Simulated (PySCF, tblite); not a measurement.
Species: C₄H₉O₃S (charge -1).
Bonds: C1–C2, C2–C3, C3–C4, C4–S5, S5–O6 (double), S5–O7 (double), S5–O8. Hydrogens: H9, H10, H11 on C1; H12, H13 on C2; H14, H15 on C3; H16, H17 on C4.
Bond orders are those of one Lewis drawing.

Computed with GFN2-xTB (tblite), gas phase: nudged elastic band of 9 images (0 to 8), spring 0.2 eV/Å², climbing image at the end, force threshold 0.05 eV/Å. The top image wasn't refined or checked by frequencies; at this threshold it can lie a kcal/mol or more above the true saddle point of the method.

Path: rotation about C3–C4 (chain CH2 carbon, sp3 carbon bound to sulfur), followed by the dihedral C2–C3–C4–S5.

Image 0 (start, dihedral 72°):
```
atom  x, y, z in Å
C1      2.196    0.864   -0.041
C2      1.014    0.044    0.462
C3      0.184   -0.527   -0.684
C4     -1.109   -1.110   -0.171
S5     -2.205    0.286    0.329
O6     -2.122    1.243   -0.773
O7     -1.669    0.799    1.591
O8     -3.523   -0.332    0.472
H9      1.840    1.697   -0.642
H10     2.860    0.255   -0.657
H11     2.773    1.263    0.792
H12     1.379   -0.774    1.092
H13     0.348    0.665    1.063
H14     0.771   -1.269   -1.245
H15    -0.091    0.284   -1.361
H16    -1.668   -1.634   -0.941
H17    -0.985   -1.742    0.703
```

Image 8 (end, +0.035 eV, dihedral -176°):
```
atom  x, y, z in Å
C1      2.484    0.640   -0.139
C2      1.389   -0.279    0.392
C3     -0.001    0.160   -0.071
C4     -1.120   -0.724    0.411
S5     -2.634   -0.035   -0.374
O6     -2.396   -0.176   -1.811
O7     -2.690    1.353    0.081
O8     -3.733   -0.862    0.122
H9      2.316    1.661    0.197
H10     2.482    0.638   -1.226
H11     3.467    0.319    0.207
H12     1.576   -1.300    0.050
H13     1.420   -0.287    1.486
H14    -0.051    0.170   -1.163
H15    -0.214    1.174    0.271
H16    -1.033   -1.752    0.070
H17    -1.269   -0.688    1.486
```

**Question.** What do the inner images look like?

**Answer.** 
Image 1: +0.021 eV, dihedral 84°
```
atom  x, y, z in Å
C1      2.248    0.836   -0.031
C2      1.076    0.006    0.480
C3      0.160   -0.454   -0.650
C4     -1.102   -1.087   -0.117
S5     -2.293    0.271    0.242
O6     -2.275    1.115   -0.953
O7     -1.780    0.937    1.439
O8     -3.571   -0.411    0.454
H9      1.884    1.744   -0.505
H10     2.828    0.275   -0.765
H11     2.910    1.119    0.787
H12     1.460   -0.872    1.011
H13     0.472    0.593    1.173
H14     0.702   -1.135   -1.319
H15    -0.162    0.415   -1.227
H16    -1.604   -1.716   -0.845
H17    -0.959   -1.625    0.815
```

Image 2: +0.074 eV, dihedral 98°
```
atom  x, y, z in Å
C1      2.302    0.809   -0.030
C2      1.152   -0.046    0.488
C3      0.138   -0.375   -0.603
C4     -1.099   -1.047   -0.051
S5     -2.392    0.250    0.151
O6     -2.400    0.978   -1.119
O7     -1.946    1.058    1.286
O8     -3.626   -0.494    0.406
H9      1.925    1.766   -0.381
H10     2.807    0.314   -0.860
H11     3.033    0.995    0.756
H12     1.551   -0.980    0.899
H13     0.629    0.484    1.284
H14     0.615   -0.989   -1.377
H15    -0.207    0.550   -1.071
H16    -1.533   -1.780   -0.723
H17    -0.954   -1.480    0.934
```

Image 3: +0.118 eV, dihedral 112°
```
atom  x, y, z in Å
C1      2.355    0.779   -0.035
C2      1.222   -0.098    0.485
C3      0.115   -0.291   -0.547
C4     -1.098   -0.998    0.019
S5     -2.483    0.218    0.061
O6     -2.496    0.827   -1.270
O7     -2.126    1.154    1.127
O8     -3.672   -0.583    0.351
H9      1.979    1.773   -0.263
H10     2.784    0.358   -0.943
H11     3.146    0.873    0.710
H12     1.622   -1.077    0.772
H13     0.786    0.365    1.371
H14     0.513   -0.828   -1.414
H15    -0.235    0.684   -0.895
H16    -1.452   -1.825   -0.587
H17    -0.967   -1.320    1.047
```

Image 4 (top): +0.131 eV, dihedral 126°
```
atom  x, y, z in Å
C1      2.403    0.748   -0.043
C2      1.282   -0.147    0.473
C3      0.092   -0.203   -0.483
C4     -1.098   -0.942    0.092
S5     -2.558    0.176   -0.029
O6     -2.558    0.664   -1.408
O7     -2.299    1.223    0.959
O8     -3.705   -0.672    0.295
H9      2.043    1.768   -0.149
H10     2.754    0.405   -1.014
H11     3.244    0.751    0.649
H12     1.666   -1.159    0.634
H13     0.933    0.238    1.432
H14     0.402   -0.652   -1.431
H15    -0.250    0.811   -0.700
H16    -1.362   -1.849   -0.440
H17    -0.996   -1.150    1.152
```

Image 5: +0.113 eV, dihedral 141°
```
atom  x, y, z in Å
C1      2.444    0.716   -0.054
C2      1.328   -0.191    0.451
C3      0.069   -0.111   -0.411
C4     -1.098   -0.878    0.170
S5     -2.616    0.127   -0.116
O6     -2.582    0.491   -1.532
O7     -2.466    1.269    0.785
O8     -3.722   -0.763    0.237
H9      2.116    1.752   -0.037
H10     2.716    0.459   -1.076
H11     3.330    0.626    0.574
H12     1.682   -1.226    0.484
H13     1.067    0.105    1.469
H14     0.285   -0.468   -1.421
H15    -0.254    0.928   -0.497
H16    -1.268   -1.848   -0.284
H17    -1.037   -0.976    1.249
```

Image 6: +0.083 eV, dihedral 155°
```
atom  x, y, z in Å
C1      2.478    0.683   -0.068
C2      1.360   -0.229    0.422
C3      0.048   -0.017   -0.334
C4     -1.100   -0.803    0.252
S5     -2.657    0.070   -0.198
O6     -2.569    0.311   -1.637
O7     -2.629    1.293    0.604
O8     -3.723   -0.859    0.178
H9      2.200    1.724    0.073
H10     2.670    0.520   -1.127
H11     3.400    0.498    0.484
H12     1.670   -1.274    0.325
H13     1.186   -0.034    1.482
H14     0.169   -0.283   -1.385
H15    -0.241    1.035   -0.296
H16    -1.179   -1.818   -0.123
H17    -1.089   -0.803    1.337
```

Image 7: +0.061 eV, dihedral 170°
```
atom  x, y, z in Å
C1      2.506    0.648   -0.085
C2      1.379   -0.263    0.386
C3      0.029    0.081   -0.247
C4     -1.105   -0.716    0.341
S5     -2.682    0.005   -0.277
O6     -2.516    0.120   -1.725
O7     -2.789    1.293    0.408
O8     -3.705   -0.963    0.121
H9      2.293    1.680    0.184
H10     2.615    0.592   -1.166
H11     3.453    0.364    0.374
H12     1.629   -1.302    0.155
H13     1.289   -0.181    1.472
H14     0.055   -0.093   -1.324
H15    -0.204    1.137   -0.094
H16    -1.098   -1.760    0.045
H17    -1.157   -0.631    1.423
```

The largest changes of bonds and angles from start to top: C3–H14 1.100 → 1.093 Å, C3–C4 1.508 → 1.515 Å, C1–H10 1.091 → 1.089 Å, S5=O7 1.465 → 1.462 Å, C2–C3–C4 110.9 → 113.1°, S5–C4–H17 106.9 → 104.8°, C4–S5–O7 106.4 → 104.5°. GFN2-xTB torsional profiles can miss by a kcal/mol or more and can put conformers in the wrong order.

Other torsions move too; by image: C3–C4–S5–O6 (46, 48, 48, 49, 49, 50, 50, 50, 62°).

**Question.** What do single points at PBE0/pcSseg-1 (PySCF, no dispersion term) give on some images?

**Answer.** 
```tsv
image	GFN2-xTB E (eV)	DFT E (eV)	HOMO (eV)	LUMO (eV)
0	0.000	0.000	-1.99	4.78
2	0.074	0.023	-1.94	4.62
4	0.131	0.089	-1.89	4.48
6	0.083	0.015	-1.87	4.39
8	0.035	-0.013	-1.88	4.40
```

Energies count from image 0 at each level. At the GFN2-xTB top the DFT energy is 2.1 kcal/mol against 3.0; the geometries weren't optimised at the DFT level.

What follows is the cost of the whole band run. The run took about 9 s of CPU time (one thread, shared machine).
